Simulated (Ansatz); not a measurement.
Molecule: C4F10, net charge 0, singlet state. SMILES: FC(F)(F)C(F)(F)C(F)(F)C(F)(F)F
Structure (B3LYP-D3(BJ)/def2-TZVP (Ansatz, an electronic-structure program) minimum search):
```
C
F 1 1.3459
F 1 1.3478 2 108.80
C 1 1.5575 2 107.67 3 -116.14
F 4 1.3328 1 108.82 2 66.50
F 4 1.3336 5 108.90 1 -120.98
F 4 1.3345 5 108.56 6 -118.73
C 1 1.5656 2 108.75 3 115.20
F 8 1.3459 1 108.75 2 -169.46
F 8 1.3478 9 108.80 1 -115.20
C 8 1.5575 9 107.67 10 -116.14
F 11 1.3328 8 108.82 9 66.50
F 11 1.3336 12 108.90 8 -120.98
F 11 1.3345 12 108.56 13 -118.73
```

Parts of the frozen-core correlation energy in cc-pVTZ (Ansatz, hartree). Frozen orbitals: 14; correlated occupied orbitals by spin: 43 and 43; virtual: 363 and 363. No spin-orbit coupling. Non-relativistic.

| term | value |
|---|---|
| reference (HF) | -1146.29548 |
| MP2 opposite-spin | ? |
| MP2 same-spin | ? |
| CCSD correlation | ? |
| (T) | -0.10570 |
| T1 diagnostic | 0.012 |
| largest doubles amplitude | 0.014 |

**Question.** Complete the blanks.

**Answer.** 
- MP2 opposite-spin, value: -2.27886
- MP2 same-spin, value: -0.83248
- CCSD correlation, value: -3.11241
